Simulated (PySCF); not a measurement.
Method: PySCF 2.14.0 with PBE-D3(BJ)/def2-TZVP // B3LYP-D3(BJ)/def2-TZVP. All species are isolated molecules in the gas phase. Excitations are Tamm–Dancoff values on a coarser integration grid. The basis has no diffuse functions, so Rydberg states are missing or too high.

Reference species (SMILES): `C1[SiH2]C=CC=1[SiH3]` (neutral, multiplicity 1).

```json
{
 "LUMO": "-2.68 eV",
 "HOMO–LUMO gap": "3.33 eV",
 "S1 excitation (TDA)": "4.43 eV",
 "brightest of the four lowest singlets (TDA)": "5.35 eV"
}
```

Changed species: `C1=CC=C([SiH2]1)[SiH3]`.

**Question.** Predict the effect on the LUMO, HOMO–LUMO gap, S1 excitation (TDA) and brightest of the four lowest singlets (TDA).

**Answer.** the LUMO decreases by 0.07 eV, to -2.75 eV; the HOMO–LUMO gap falls by 0.05 eV, to 3.28 eV; the S1 excitation (TDA) is nearly the same; the brightest of the four lowest singlets (TDA) falls by 0.94 eV, to 4.41 eV.
